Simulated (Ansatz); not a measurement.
Basis-set extrapolation for C$_{2}$H$_{8}$AlNO (PBE0-D4/def2-TZVP geometry, frozen core, Ansatz). Multiplicity 1, RHF reference.

|  | def2-TZVPP | def2-QZVPP |
| --- | --- | --- |
| HF | -451.750396 | -451.768123 |
| MP2 correlation | -0.872954 | -0.936189 |
| CCSD(T) correlation | -0.953760 | not run |

Energies in hartree. Use E(X) = E(∞) + A·exp(−7.88·√X) for Hartree–Fock and E(X) = E(∞) + B·X^(−2.97) for correlation, with X = 3 and 4, and add CCSD(T) minus MP2 of the smaller set to the MP2 limit.

Q: What is the CCSD(T) energy at the basis-set limit?

A: HF limit: -451.768123 + (-0.017727) × 0.13774 = -451.77056. MP2 limit: -0.936189 + (-0.063235) × 0.74074 = -0.98303. Higher-order term: -0.953760 − (-0.872954) = -0.08081. Total: -452.83440 hartree, 81.7 kcal/mol below CCSD(T)/def2-TZVPP.
